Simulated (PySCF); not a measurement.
How methods differ on the ionisation energy of Ho⁺

Ho⁺ [Xe] 4f11 6s1 (high-spin determinant) → Ho²⁺ [Xe] 4f11 (high-spin determinant), as a difference of total energies. Calculation: PySCF 2.14, in x2c-TZVPPall (11s7p7d4f2g, 113 functions); scalar relativity by spin-free X2C-1e. Correlated levels: valence: [Kr] 4d10 frozen; valence and next inner shell: [Ar] 3d10 frozen. The calculations carry no spin-orbit coupling.

```csv
method,ionisation energy (eV)
UHF,10.919
LDA,12.150
PBE,11.955
PBE0,11.747
r2SCAN,11.669
MP2 (valence),11.782
SCS-MP2 (valence),11.604
MP2 (valence and next inner shell),11.823
SCS-MP2 (valence and next inner shell),11.643
```

Problem. How much does correlation contribute at MP2 (valence and next inner shell)?

Solution. 11.823 − (10.919) = 0.904 eV, measured against UHF.

Errors of the correlated levels include the incompleteness of this basis and the frozen core.

The determinant of Ho²⁺ and of Ho⁺ mixes LS terms, which raises its energy above the lowest term, most at the Hartree-Fock and MP2 levels.

For comparison: 11.781 ± 0.02 eV (semi-empirical (NIST evaluation); NIST Atomic Spectra Database, ionization energies).
